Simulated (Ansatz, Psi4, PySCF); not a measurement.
H6F2Si3 (SMILES F[SiH](F)[SiH2][SiH3]), singlet, geometry from GFN2-xTB, atoms displaced at random by about 0.08 Å a coordinate. Base run: R2SCAN/STO-3G, gradient in PySCF.

Here is a job for PySCF.
```python
from pyscf import gto, scf, dft

mol = gto.Mole()
mol.atom = '''
    Si   -2.351675   -0.355442    0.335610
    Si   -0.436249   -0.408867   -1.055951
    Si    1.609721    0.300572   -0.202019
    F     1.186232    1.708169    0.446767
    F     1.650919   -0.439029    1.197961
    H    -2.136243   -1.260379    1.627632
    H    -3.564104   -0.823443   -0.364665
    H    -2.796526    0.875461    0.832516
    H    -0.615844    0.233728   -2.370312
    H    -0.177603   -1.907582   -1.501959
    H     2.765989    0.393048   -0.897783
'''
mol.basis = 'sto-3g'
mol.charge = 0
mol.spin = 0
mol.verbose = 3
mol.build()

mf = dft.RKS(mol)
mf.xc = 'r2scan'
mf.kernel()
g = mf.nuc_grad_method()
grad = g.kernel()
```

Programs used: Ansatz (an electronic-structure program), Psi4, PySCF; a row that names a program was run with it.

The coordinate followed is y of atom 8.

Variants of this job, named by their change:

| change | dE/dx (Eh/bohr) | net force (Eh/bohr) |
|---|---|---|
| base | -0.027813 | 0.007923 |
| grids.level = 1; grid_response = on | -0.027798 | 0.000000 |
| grid_response = on | -0.027806 | 0.000000 |
| grids.level = 0; grid_response = off | -0.027874 | 0.099079 |
| finite difference step (bohr) = 0.01; conv_tol = 1e-11 | -0.027813 | - |
| grids.level = 1; grid_response = off | -0.027794 | 0.008009 |
| conv_tol = 1e-4 | -0.027789 | 0.007924 |
| conv_tol = 1e-6 | -0.027822 | 0.007923 |
| finite difference step (bohr) = 1e-3; conv_tol = 1e-11 | -0.027806 | - |
| grids.level = 5; grid_response = on | -0.027823 | 0.000000 |
| code = ansatz | -0.027829 | 0.000000 |
| code = psi4 | -0.027873 | 0.005853 |

The net force is zero for an exact gradient.
